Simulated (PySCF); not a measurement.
C₄H₉AlO, SMILES C=C[CH2][Al]([CH3])[OH].

Geometry: PBE0-D3(BJ)/def2-SVP. Other conformers were not sampled.

Method: PBE0-D3(BJ)/def2-SVP (PySCF).

Frequencies are harmonic and unscaled.

List the normal modes with their intensities. (The exact figures need the calculation; the answer reports its results.)


```json
[
 {"mode": "1", "ν (cm⁻¹)": "66", "IR (km/mol)": "4.6", "moving atoms (share of kinetic energy)": "C 56 %, H 18 %, O 14 %, Al 12 %"},
 {"mode": "2", "ν (cm⁻¹)": "88", "IR (km/mol)": "0.2", "moving atoms (share of kinetic energy)": "H 80 %, C 15 %"},
 {"mode": "3", "ν (cm⁻¹)": "128", "IR (km/mol)": "3.7", "moving atoms (share of kinetic energy)": "C 49 %, H 41 %"},
 {"mode": "4", "ν (cm⁻¹)": "162", "IR (km/mol)": "2.0", "moving atoms (share of kinetic energy)": "C 41 %, H 31 %, Al 16 %, O 12 %"},
 {"mode": "5", "ν (cm⁻¹)": "192", "IR (km/mol)": "16.8", "moving atoms (share of kinetic energy)": "O 34 %, H 26 %, C 25 %, Al 15 %"},
 {"mode": "6", "ν (cm⁻¹)": "209", "IR (km/mol)": "13.5", "moving atoms (share of kinetic energy)": "Al 44 %, O 24 %, H 20 %, C 12 %"},
 {"mode": "7", "ν (cm⁻¹)": "275", "IR (km/mol)": "1.0", "moving atoms (share of kinetic energy)": "H 52 %, C 36 %, Al 8 %"},
 {"mode": "8", "ν (cm⁻¹)": "327", "IR (km/mol)": "121.8", "moving atoms (share of kinetic energy)": "H 90 %, O 8 %"},
 {"mode": "9", "ν (cm⁻¹)": "425", "IR (km/mol)": "0.1", "moving atoms (share of kinetic energy)": "H 51 %, C 47 %"},
 {"mode": "10", "ν (cm⁻¹)": "525", "IR (km/mol)": "2.2", "moving atoms (share of kinetic energy)": "C 58 %, H 25 %, O 11 %"},
 {"mode": "11", "ν (cm⁻¹)": "556", "IR (km/mol)": "161.3", "moving atoms (share of kinetic energy)": "H 84 %, O 11 %"},
 {"mode": "12", "ν (cm⁻¹)": "626", "IR (km/mol)": "8.3", "moving atoms (share of kinetic energy)": "H 62 %, C 27 %, Al 8 %"},
 {"mode": "13", "ν (cm⁻¹)": "653", "IR (km/mol)": "16.9", "moving atoms (share of kinetic energy)": "H 69 %, C 23 %"},
 {"mode": "14", "ν (cm⁻¹)": "682", "IR (km/mol)": "86.1", "moving atoms (share of kinetic energy)": "H 62 %, C 25 %, Al 10 %"},
 {"mode": "15", "ν (cm⁻¹)": "707", "IR (km/mol)": "80.1", "moving atoms (share of kinetic energy)": "H 51 %, C 22 %, Al 19 %, O 8 %"},
 {"mode": "16", "ν (cm⁻¹)": "736", "IR (km/mol)": "25.4", "moving atoms (share of kinetic energy)": "H 59 %, C 30 %, Al 10 %"},
 {"mode": "17", "ν (cm⁻¹)": "869", "IR (km/mol)": "123.3", "moving atoms (share of kinetic energy)": "Al 43 %, O 40 %, H 13 %"},
 {"mode": "18", "ν (cm⁻¹)": "884", "IR (km/mol)": "56.1", "moving atoms (share of kinetic energy)": "H 73 %, C 26 %"},
 {"mode": "19", "ν (cm⁻¹)": "947", "IR (km/mol)": "41.4", "moving atoms (share of kinetic energy)": "H 66 %, C 34 %"},
 {"mode": "20", "ν (cm⁻¹)": "962", "IR (km/mol)": "106.2", "moving atoms (share of kinetic energy)": "H 72 %, C 28 %"},
 {"mode": "21", "ν (cm⁻¹)": "1002", "IR (km/mol)": "9.8", "moving atoms (share of kinetic energy)": "H 57 %, C 41 %"},
 {"mode": "22", "ν (cm⁻¹)": "1045", "IR (km/mol)": "13.8", "moving atoms (share of kinetic energy)": "H 85 %, C 15 %"},
 {"mode": "23", "ν (cm⁻¹)": "1196", "IR (km/mol)": "23.5", "moving atoms (share of kinetic energy)": "H 58 %, C 42 %"},
 {"mode": "24", "ν (cm⁻¹)": "1213", "IR (km/mol)": "28.5", "moving atoms (share of kinetic energy)": "H 79 %, C 21 %"},
 {"mode": "25", "ν (cm⁻¹)": "1306", "IR (km/mol)": "1.8", "moving atoms (share of kinetic energy)": "H 78 %, C 22 %"},
 {"mode": "26", "ν (cm⁻¹)": "1406", "IR (km/mol)": "3.7", "moving atoms (share of kinetic energy)": "H 89 %, C 11 %"},
 {"mode": "27", "ν (cm⁻¹)": "1426", "IR (km/mol)": "0.6", "moving atoms (share of kinetic energy)": "H 95 %"},
 {"mode": "28", "ν (cm⁻¹)": "1426", "IR (km/mol)": "1.8", "moving atoms (share of kinetic energy)": "H 95 %"},
 {"mode": "29", "ν (cm⁻¹)": "1443", "IR (km/mol)": "9.4", "moving atoms (share of kinetic energy)": "H 81 %, C 19 %"},
 {"mode": "30", "ν (cm⁻¹)": "1659", "IR (km/mol)": "46.2", "moving atoms (share of kinetic energy)": "C 83 %, H 16 %"},
 {"mode": "31", "ν (cm⁻¹)": "3046", "IR (km/mol)": "4.1", "moving atoms (share of kinetic energy)": "H 97 %"},
 {"mode": "32", "ν (cm⁻¹)": "3110", "IR (km/mol)": "1.6", "moving atoms (share of kinetic energy)": "H 95 %"},
 {"mode": "33", "ν (cm⁻¹)": "3142", "IR (km/mol)": "5.2", "moving atoms (share of kinetic energy)": "H 91 %, C 9 %"},
 {"mode": "34", "ν (cm⁻¹)": "3155", "IR (km/mol)": "4.7", "moving atoms (share of kinetic energy)": "H 91 %, C 9 %"},
 {"mode": "35", "ν (cm⁻¹)": "3158", "IR (km/mol)": "5.6", "moving atoms (share of kinetic energy)": "H 94 %"},
 {"mode": "36", "ν (cm⁻¹)": "3165", "IR (km/mol)": "1.3", "moving atoms (share of kinetic energy)": "H 92 %, C 8 %"},
 {"mode": "37", "ν (cm⁻¹)": "3214", "IR (km/mol)": "1.8", "moving atoms (share of kinetic energy)": "H 90 %, C 10 %"},
 {"mode": "38", "ν (cm⁻¹)": "3268", "IR (km/mol)": "2.6", "moving atoms (share of kinetic energy)": "H 89 %, C 11 %"},
 {"mode": "39", "ν (cm⁻¹)": "3985", "IR (km/mol)": "86.0", "moving atoms (share of kinetic energy)": "H 94 %"}
]
```
